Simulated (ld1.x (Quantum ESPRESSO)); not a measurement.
Tc, PAW: configuration errors across variants

* Element: Tc (Z = 43)
* Generator: ld1.x (Quantum ESPRESSO) 7.5
* Type: PAW
* Functional: PW91
* Relativity: fully relativistic
* Frozen core: [Ar] 3d10 4s2
* Valence charge: 13
* Reference configuration: 4p6 4d6 5s1 5p0
* Partial waves: 5s (bound): rcut 2.85, rcutus 3.15 bohr; 5s channel at 0.75 Ry: rcut 2.85, rcutus 3.15 bohr; 4p (bound): rcut 1.55, rcutus 1.65 bohr; 5p (bound, empty): rcut 1.55, rcutus 1.65 bohr; 4d (bound): rcut 1.75, rcutus 2.10 bohr; 4d channel at 3.2 Ry: rcut 1.75, rcutus 2.10 bohr
* Local potential: all-electron potential smoothed inside 1.30 bohr (lloc = -2)
* Core correction: a·sin(br)/r model core, default radius (ld1.x builds one for every PAW set, though the input has nlcc=.false.)
* Augmentation charge: BESSEL, radius 1.70 bohr

Open shells are filled in proportion to 2j + 1 (rel_dist='average').

All-electron excitation energies from the reference (eV): (1) 4p6 4d5 5s2 5p0 0.932; (2) 4p6 4d5 5s1 5p0 9.150; (3) 4p6 4d5 5s0 5p0 24.067; (4) 4p6 4d3 5s0 5p0 94.942; (5) 4p6 4d5 5s1 5p1 4.707.

The default core radius of the base comes out at 0.72 bohr.

2 further variants failed, have other tests or too few solved ones, and are left out.

Errors AE − PS in meV (a dash: test not solved or not reliable):

| change | (1) | (2) | (3) | (4) | (5) | bound ghosts |
| --- | --- | --- | --- | --- | --- | --- |
| base | +13 | +0.3 | +12 | -134 | -2.2 | not determined |
| local potential all-electron potential smoothed inside 2.00 bohr (lloc = -2) | +19 | -1.2 | +8.6 | -142 | -2.5 | not determined |
| waves 4d (bound): rcut 1.75, rcutus 2.30 bohr; 4d channel at 3.2 Ry: rcut 1.75, rcutus 2.30 bohr | +15 | +0.9 | +13 | -132 | -1.8 | not determined |
| core correction a·sin(br)/r model core inside 2.04 bohr | +14 | +0.4 | +5.9 | -144 | -1.9 | not determined |
| wave 5s channel at 0.75 Ry: rcut 2.85, rcutus 3.15 bohr becomes 5s channel at 5.55 Ry: rcut 2.85, rcutus 3.15 bohr | – | – | – | – | – | not determined |

Question: Give the same row for: all radii but the core radius scaled by about 1.35 (s 4.24, p 2.22, d 2.84 bohr, rcut 3.84/2.10/2.36); local potential all-electron potential smoothed inside 1.76 bohr (lloc = -2); augmentation BESSEL, radius 2.30 bohr.

Answer: +185, +10, +3.9, -123, -0.3; bound ghosts: not determined.
